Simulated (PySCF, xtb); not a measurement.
GaCl, SMILES [Cl][Ga] (connectivity only; charge and spin as stated), neutral, multiplicity 1.

GFN2-xTB run with xtb 6.7.1 at its own geometry gives an orbital gap of 5.40 eV and a dipole moment of 3.66 D.

Geometry optimised at PBE-D3(BJ)/def2-TZVP.

What does PBE0/def2-TZVPD in PySCF give? (An estimate is asked for; the answer gives what the named calculation found.)

gap 5.80 eV (levels -7.54 and -1.74 eV), dipole 2.55 D.
